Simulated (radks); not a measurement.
All-electron atom: Tl3+ in [Xe] 4f14 5d10 (the NIST ground configuration).

Calculated with a radial shooting solver on a logarithmic mesh with Libxc functionals: non-relativistic Kohn-Sham, PBE, spin-polarised, spherical densities, point nucleus; relativity is left out, which matters for an element this heavy.

Energy parts (hartree):
part                       energy
total                 -18963.7396
kinetic                18959.3168
electron-nucleus      -45065.0008
Hartree                 7497.0788
exchange-correlation    -355.1345

Orbitals (lengths in bohr, moments of r in powers of bohr; r(max) is where P^2 peaks; r(90%) holds 90 % of the orbital's charge):
| orbital | occ. | eigenvalue (hartree) | r(90%) | r(max) | <r> |
|---|---|---|---|---|---|
| 1s | 2 | -2830.521 | 0.0332 | 0.01240 | 0.01869 |
| 2s | 2 | -476.2185 | 0.120 | 0.06737 | 0.07863 |
| 2p | 6 | -458.3791 | 0.107 | 0.05223 | 0.06642 |
| 3s | 2 | -113.5923 | 0.288 | 0.1838 | 0.1980 |
| 3p | 6 | -105.1305 | 0.280 | 0.1727 | 0.1885 |
| 3d | 10 | -89.33998 | 0.254 | 0.1355 | 0.1644 |
| 4s | 2 | -25.52941 | 0.620 | 0.4084 | 0.4338 |
| 4p | 6 | -21.83590 | 0.631 | 0.4070 | 0.4369 |
| 4d | 10 | -15.02689 | 0.657 | 0.3985 | 0.4424 |
| 4f | 14 | -5.83590 | 0.725 | 0.3532 | 0.4572 |
| 5s | 2 | -4.82069 | 1.39 | 0.8947 | 0.9741 |
| 5p | 6 | -3.60655 | 1.51 | 0.9436 | 1.049 |
| 5d | 10 | -1.66843 | 1.99 | 1.103 | 1.324 |

The highest occupied level is 5d at -45.400 eV. Summed over all electrons, <r^2> = 38.00 bohr^2, which gives a Langevin (diamagnetic) susceptibility term of -30.1 x 10^-6 cm^3/mol. For comparison, the ionisation energy in NIST's Atomic Spectra Database is 51.14 eV (measured). In exact Kohn-Sham theory the highest level is minus the ionisation energy, but local and semilocal functionals leave it too shallow, through self-interaction and a potential that decays too fast; potentials with the right tail come closer. The density falls to 0.001 e/bohr^3 at r = 3.17 bohr. Virial ratio -V/T = 2.00023. The electron density at the nucleus is 3.817e+05 e/bohr^3.
